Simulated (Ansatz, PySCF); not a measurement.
Molecule: Si₂H₃, charge 0, multiplicity 2. It need not be the lowest isomer of its formula. 
Structure (B3LYP-D3(BJ)/def2-TZVP (Ansatz, a first-principles code) minimum search):
SMILES: [Si][SiH3]
```xyz
5

Si     1.3556    -0.0430     0.0636
Si    -1.0216     0.0376    -0.0641
H     -1.6200     1.3803    -0.2902
H     -1.3972    -0.3963     1.3167
H     -1.6584    -0.9078    -1.0196
```
Charge 0, spin multiplicity 2.

Total electronic energies in hartree. Correlated levels leave the core frozen unless marked. Open shells are spin-unrestricted. Spin-orbit coupling is left out. No relativistic terms. 

The UHF reference is spin-contaminated (<S^2> 0.27 over the pure value in the largest basis). The T1 diagnostic of CCSD in the largest basis is 0.066, which is high, so the coupled-cluster rows are less sure than usual.

```
level                            program  energy (Eh)
------------------------  --------------  -----------
BP86/def2-TZVPD                    PySCF   -580.75707
B3LYP-D3(BJ)/def2-TZVPD   Ansatz + dftd3   -580.75212
B3LYP/def2-TZVPD                  Ansatz   -580.74542
BHLYP-D3(BJ)/def2-TZVPD   Ansatz + dftd3   -580.70652
PW6B95-D3(BJ)/def2-TZVPD   PySCF + dftd3   -581.22191
wB97M-V/def2-TZVPD                Ansatz   -580.64566
B2GP-PLYP-D4/def2-TZVPD   Ansatz + dftd4   -580.36567
CCSD(T)/def2-TZVPPD               Ansatz   -579.80192
```

Totals of different functionals don't rank their quality; only differences between species are comparable.
